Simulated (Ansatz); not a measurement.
C3H6BF can be A, `B/C=C/CF`, or B, `B/C=C(/C)F`.

Calculated with Ansatz (gas phase, PBE0-D4/def2-TZVP geometries, no zero-point term in ΔE). CCSD(T)/CBS adds triple-zeta CCSD(T) − MP2 to the extrapolated MP2 energy (def2 sets, frozen cores). Double bonds are as drawn, so ΔE can hold a change between cis and trans. Functionals use def2-TZVPP. B3LYP here is the variant with VWN-RPA as its local correlation; programs differ in this. Each species was taken in one conformer, which may not be the lowest.

Question: Which isomer does CCSD(T)/CBS put lower? Give the gap. (An estimate is asked.)

Answer: Computed: B, by 8.0 kcal/mol.

Question: Give E(B) − E(A) in kcal/mol with HF/def2-TZVPP, r2SCAN-D4, B3LYP, MP2/def2-TZVPP, CCSD/def2-TZVPP, PBE0-D4, ωB97M-V. (Best estimate.)

Answer: Computed: HF/def2-TZVPP -6.8, r2SCAN-D4 -10.7, B3LYP -8.8, MP2/def2-TZVPP -8.9, CCSD/def2-TZVPP -7.8, PBE0-D4 -9.7, ωB97M-V -9.3. None reverses the order clearly.

Largest T1 diagnostic: 0.012.

In def2-TZVPP, CCSD(T) changes the Hartree–Fock value by −1.4 kcal/mol (the triples alone add −0.4 kcal/mol) and MP2 by −2.1 kcal/mol.
